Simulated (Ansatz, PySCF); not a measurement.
Gas-phase reaction (SMILES): [F][Al]([F])[Cl] + F (HF) -> [F][Al]([F])[F] + Cl (HCl); hydrogen fluoride cleaves one Al-Cl bond, a model of a ligand-exchange step.

Geometries: B3LYP-D3(BJ)/def2-TZVP minima from Ansatz (an electronic-structure program). Cores are frozen in the correlated levels unless marked. No spin-orbit coupling. No relativistic terms. CBS marks a two-point X^-3 extrapolation of the correlation energy; Hartree-Fock from the larger set. Thermal terms are rigid-rotor harmonic-oscillator values from B3LYP-D3(BJ) frequencies (Ansatz or PySCF) at 298.15 K and 1 atm. 1 Eh = 627.5095 kcal/mol.

```csv
species,"E, CCSD(T)/CBS(cc-pV(T+d)Z,cc-pV(Q+d)Z) (Ansatz) (Eh)","E, wB97X-V/def2-TZVPD (Ansatz) (Eh)",H - E (Eh)
[F][Al]([F])[Cl],-901.59838,-902.47986,0.01240
F (HF),-100.39146,-100.45520,0.01259
[F][Al]([F])[F],-541.61942,-542.19345,0.01309
Cl (HCl),-460.37849,-460.74931,0.01000
```

### Question
Work out ΔE and ΔH at 298.15 K at the first level, then ΔH at the second.

### Answer

1. ΔE = [(-541.61942) + (-460.37849)] - [(-901.59838) + (-100.39146)] = -0.00807 Eh = -5.1 kcal/mol at CCSD(T)/CBS(cc-pV(T+d)Z,cc-pV(Q+d)Z).
2. The terms H - E add up to -0.00190 Eh, so ΔH = (-0.00807 + (-0.00190))×627.5095 = -6.3 kcal/mol.
3. At wB97X-V/def2-TZVPD the same steps give ΔE = -4.8 and ΔH = -6.0 kcal/mol, a shift of +0.3 from the first level.
4. These values are not checked against measurement here, since the tables used lack a sound gas-phase enthalpy of formation for at least one species.
